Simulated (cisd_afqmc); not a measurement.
Input (AFQMC/CISD/cc-pVDZ; cisd_afqmc is a phaseless AFQMC code with CISD trial states that reads the integrals written by Ansatz):

Ansatz 0.2 input:
```python
import cisd_afqmc

open("ham.yaml", "w").write("""\
crystal:
  periodic: [false, false, false]
  atoms:
    - {symbol: Ge, position_ang: [-0.36079950, 0.03673396, 0.02683314]}
    - {symbol: N, position_ang: [1.47333128, -0.12521038, -0.19656511]}
    - {symbol: H, position_ang: [-1.01485379, -0.92403422, -0.97884263]}
    - {symbol: H, position_ang: [-0.71689046, 1.49825047, -0.28846829]}
    - {symbol: H, position_ang: [-0.86695561, -0.30660268, 1.44993795]}
    - {symbol: H, position_ang: [1.81921935, -1.06588219, -0.05570530]}
    - {symbol: H, position_ang: [2.01174558, 0.49925452, 0.39037366]}
basis:
  gaussian:
    orbitals: cc-pVDZ
magnetization: {spin_polarized: false}
correlation: {method: ccsd, electrons: outside_noble_gas, hamiltonian_folder: ham}
""")
rep = cisd_afqmc.ansatz("ham.yaml")
e_ccsd = rep["correlation"]["coupled_cluster"]["energy"]["hartree"]
out = cisd_afqmc.run("ham", e_ccsd, trial="CISD", walkers=100, populations=8, threads=8, dt=0.005, steps=40, early=24, settle=10, least=32,
    cut=5e-5, rank_cut=2e-4, target=0.0004, seconds=1500, seed=1, memory=17280, gpu=False)
```

Output:

```
orbitals 51, occupied [7], factors 318 of 677, rank of the doubles 139 of 308
E(HF) = -2132.692358
E(CCSD) on the cut factors = -2133.007060, shift to the whole factors -0.000008
Energy of the trial state on the determinant = -2133.007102
  tau behind 7.2 of longer steps, mean of the populations' last blocks
   2.0  -2133.01523
   4.0  -2133.01500
   6.0  -2133.01564
   8.0  -2133.01401
blocks 314 (1 outliers left out), error by blocks joined: 1: 0.00020, 2: 0.00024, 4: 0.00029, 8: 0.00032, 16: 0.00038
E(AFQMC/CISD) = -2133.01495 +/- 0.00038
```
